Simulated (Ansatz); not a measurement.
Input file for Ansatz (a program for electronic structure): R-wB97M-V/def2-TZVPP on AlH3 (SMILES [AlH3]), atoms moved off the minimum.

Ansatz 0.2 input:
```yaml
crystal:
  periodic: [false, false, false]
  atoms:
    - {symbol: Al, position_ang: [-0.03455016, 0.08040659, 0.17910294]}
    - {symbol: H, position_ang: [0.61629465, -0.71189301, 1.38173649]}
    - {symbol: H, position_ang: [-0.27543420, 1.38947872, -0.18832314]}
    - {symbol: H, position_ang: [-0.51369452, -1.04668578, -1.01912322]}
basis:
  gaussian:
    orbitals: def2-TZVPP
hamiltonian:
  xc: {name: wB97M-V}
scf: {lower_state_search: off}
output: {forces: true}
```

The log:

```
WARN ansatz: RAYON_NUM_THREADS=1 ignored (pool sized by the plan → 1); use --threads N
Functional definition: wB97M-V
these checks for a lower state are left out or cut short: stability, starts, cluster_reference, orbital_swaps, neighbouring_geometries, increment
integrals: 0.02 GiB planned
449 factors; their error is unknown
integrals: 0.05 GiB planned
126 factors; integrals over basis functions are off by at most 2.2e-5 eV
mean field: 0.23 GiB planned
mean field evaluation 1: about -6643.3514 eV, gradient 9.3e0 eV
mean field evaluation 2: about -6643.6417 eV, gradient 2.1e0 eV
mean field evaluation 4: about -6643.6548 eV, gradient 1.5e-1 eV
mean field evaluation 8: about -6643.6606 eV, gradient 1.4e-2 eV
mean field evaluation 16: about -6643.6606 eV, gradient 5.8e-6 eV
mean field -6643.66059693 eV, -244.1500237022 hartree, gradient 5.8e-6 eV, S^2 0.000000; 0 other end points of the search recorded, 0 dependent functions left out
the calculation of the forces begins
reference -6643.66064288 eV, -244.1500253909 hartree; 8, 8 occupied and 76, 76 virtual orbitals, 449 factors
Total energy: -6643.66064288 eV, -244.1500253909 hartree
Atom 0 at    -0.034550     0.080407     0.179103 Å, force     0.183438    -5.254611    -0.482937 eV/Å
Atom 1 at     0.616295    -0.711893     1.381736 Å, force     0.010607     0.504479     0.168443 eV/Å
Atom 2 at    -0.275434     1.389479    -0.188323 Å, force    -0.508466     3.858205    -0.571272 eV/Å
Atom 3 at    -0.513695    -1.046686    -1.019123 Å, force     0.314421     0.891927     0.885765 eV/Å
Dipole moment:     0.036335     0.237052     0.153534 e Å
Checks for a lower state left out: stability, starts, cluster_reference, orbital_swaps, neighbouring_geometries, increment
```

The run converged.

Cost: very roughly 0.7 core-seconds.
